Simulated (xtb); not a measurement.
C₂H₅O, SMILES CC[O-], charge -1. All values are semi-empirical tight-binding results from xtb (GFN2-xTB unless named), good for trends rather than for accurate numbers. Geometry: GFN2-xTB.

Optimised geometry:

```xyz
8

C     -0.1945     1.1969     0.0000
C      0.4601    -0.2394     0.0000
O     -0.3613    -1.2410     0.0000
H      0.5690     1.9806     0.0000
H     -0.8226     1.3114    -0.8834
H     -0.8226     1.3114     0.8834
H      1.1865    -0.2099     0.9053
H      1.1865    -0.2099    -0.9053
```
Charge -1, spin multiplicity 1.

Computed properties:
The point group as xtb finds it comes out as Cs, the orbital gap is 10.53 eV and the zero-point energy is 39.0 kcal/mol. The G − E(el) at 298.15 K (modified RRHO) comes out as 23.3 kcal/mol, the static polarisability (D4 model) is 37.4 bohr³ and the solvation energy, GFN2-xTB/ALPB(water) comes out as -72.5 kcal/mol. The solvation energy, GFN2-xTB/ALPB(acetonitrile) comes out as -62.2 kcal/mol.

Task: Give the IR lines (harmonic; lines under 4 % of the strongest left out, lines within 3 cm⁻¹ merged). (Estimate from the structure and the level; the computed values follow.)

Result: ν (cm⁻¹): 817 (w), 997 (w), 1137 (w), 1235 (s), 1388 (m), 1509 (m), 1985 (vs), 2240 (s), 2920 (m), 2983 (m), 2993 (w) (against the strongest line: vs over 80 %, s over 45 %, m over 15 %, w over 4 %, vw less)

Computed atomic charges and the Wiberg bond orders between heavy atoms:
charges (e) C1 -0.09, C2 0.20, O3 -0.77, H4 -0.04, H5 -0.01, H6 -0.01, H7 -0.14, H8 -0.14. Bond orders C1–C2 0.93, C2–O3 1.24.
